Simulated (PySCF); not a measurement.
**Iron: a sound run and one with changed settings**

Sound run: Fe(2+) [Ar] 3d6, Fe(3+) [Ar] 3d5. All numbers are calculated (PySCF 2.14, no relativity, point nucleus, in aug-cc-pVDZ). The sound run starts from symmetry-adapted Hartree-Fock orbitals and uses a fine grid where one is needed.

Changed run: radial step 0.5 in ln r (0.13 in the sound run). This setting is unsound on purpose.

```tsv
species	method	sound run (hartree)	changed run (hartree)	converged
Fe(2+)	UHF	-1261.66080	-1261.66080	yes
Fe(2+)	TPSS	-1262.82706	-1262.82847	yes
Fe(2+)	PBE0	-1262.58341	-1262.58373	yes
Fe(3+)	UHF	-1260.60654	-1260.60654	yes
Fe(3+)	TPSS	-1261.66401	-1261.66407	yes
Fe(3+)	PBE0	-1261.43377	-1261.43392	yes
```

Ionisation energy of Fe(2+):

| method | sound run (eV) | changed run (eV) |
| --- | --- | --- |
| UHF | 28.688 | 28.688 |
| TPSS | 31.648 | 31.685 |
| PBE0 | 31.283 | 31.288 |

A coarse radial grid mis-integrates the density and the exchange-correlation energy, with errors of either sign; Hartree-Fock needs no grid.

For comparison, NIST gives 30.651 ± 0.012 eV between the lowest levels.
